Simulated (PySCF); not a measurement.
CH2FNOSi. Atoms are numbered in the order given.

```xyz
7

N      2.6297    -0.2355    -0.1313
C      1.5673    -0.0748     0.3037
O      0.3961     0.1068     0.8113
Si    -1.0868    -0.3030     0.0878
F     -1.4191     0.8134    -1.0260
H     -2.0633    -0.2242     1.1857
H     -0.9301    -1.6125    -0.5738
```
Charge 0, spin multiplicity 1.

The structure is a stationary point at ωB97X-D3(BJ)/def2-SVP. This is a generated structure with no PubChem entry under its InChIKey; it may be hypothetical. Other conformers were not sampled.

Level of theory: r2SCAN/def2-TZVP (PySCF).

The molecule is in vacuum.

Computed frontier levels, gap, dipole moment and polarisability:
```json
{
 "highest_occupied_level": "-7.93 eV",
 "lowest_empty_level": "-1.08 eV",
 "orbital_gap": "6.85 eV",
 "dipole_moment": "4.55 D",
 "quadrupole, principal values (traceless, Buckingham form, about the centre of nuclear charge)": "-10.55, 3.65, 6.90 D·Å",
 "mean_static_polarisability": "41.7 bohr³ (6.18 Å³)",
 "polarisability_principal_values": "33.0, 34.6, 57.4 bohr³"
}
```
